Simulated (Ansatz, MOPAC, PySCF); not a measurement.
Pair of molecules: C2H2 (SMILES C#C) (first 4 atoms) with GeH4 (SMILES [GeH4]); geometry from B3LYP-D3(BJ)/def2-TZVP.
(charge 0, multiplicity 1):
```xyz
9

C      0.059     0.530    -0.263
C     -0.109    -0.654    -0.226
H      0.208     1.582    -0.293
H     -0.258    -1.706    -0.190
Ge     0.021     0.050     3.490
H     -0.755    -1.185     3.011
H      0.003     0.092     5.028
H     -0.643     1.321     2.943
H      1.474    -0.029     3.003
```

Counterpoise-corrected where a basis set is named; no monomer relaxation.

The state reached by AM1, PM6 isn't checked.

The values were computed with Ansatz (a first-principles code); MOPAC for AM1, PM6 (differences of heats of formation); PySCF for the dispersion terms. Values without a source in brackets are computed.

### Question
One of these levels gives -55.7 meV for the interaction energy. Which?
A. AM1
B. PM6
C. BHLYP-D3(BJ)/def2-TZVPPD

### Answer
C, BHLYP-D3(BJ)/def2-TZVPPD. The others give 6.7 (AM1), -20.1 (PM6)
